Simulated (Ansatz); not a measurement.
`C[B-]([SH2+])(Cl)Cl` → B• + C• + 2 Cl• + 5 H• + S•  (atomization)

Gas-phase electronic energies from Ansatz, PBE0-D4/def2-TZVP geometries. CCSD(T)/CBS adds triple-zeta CCSD(T) − MP2 to the extrapolated MP2 energy (def2 sets, frozen cores). This one scheme is used for every species, atoms too. DFT in def2-TZVPP. Open shells (•) are unrestricted, without spin–orbit coupling. Spin–orbit coupling would lower the free atoms: a little for B, C, Cl, S. Each species was taken in one conformer, which may not be the lowest.

(1) What is ΔE at CCSD(T)/CBS? (An estimate is asked.)

(2) What do these levels give: PBE-D4, r2SCANh-D4, CCSD/def2-SVP, CCSD(T)/def2-SVP, HF/def2-TZVPP, CCSD(T)/def2-TZVPP? (An estimate is asked.)

Largest T1 diagnostic among the species: 0.014.

## Answers

(1) Ansatz gave: +3366.2 kJ/mol.

(2) Computed: PBE-D4 3442.2, r2SCANh-D4 3387.6, CCSD/def2-SVP 3160.1, CCSD(T)/def2-SVP 3196.9, HF/def2-TZVPP 2504.5, CCSD(T)/def2-TZVPP 3279.3 kJ/mol.

The D4 term adds +48.4 kJ/mol with B3LYP and +25.2 kJ/mol with PBE0; it sums over pairs of atoms, weighted by their polarisabilities, and B3LYP, whose exchange is more repulsive, gets the larger term. At CCSD(T), def2-SVP lies −169.3 kJ/mol from the extrapolated value and def2-TZVPP −86.8 kJ/mol: correlation converges slowly with the basis, and small sets miss more of it in the bonded molecule than in its fragments. Leaving LDA and LC-ωPBE aside and taking each functional with its dispersion term where it has one, the values, not all of them listed here, spread over 161.9 kJ/mol, from BHLYP-D4 to PBE-D4. LDA lies +453.8 kJ/mol from PBE without D4, its usual overbinding.

B3LYP here is the variant with VWN-RPA as its local correlation; programs differ in this.

For atomizations the MP2-based limit and the directly extrapolated one differ by several kJ/mol either way, and by 10 to 25 for some Ge, Se and Sn compounds, so smaller differences from it don't rank the levels.
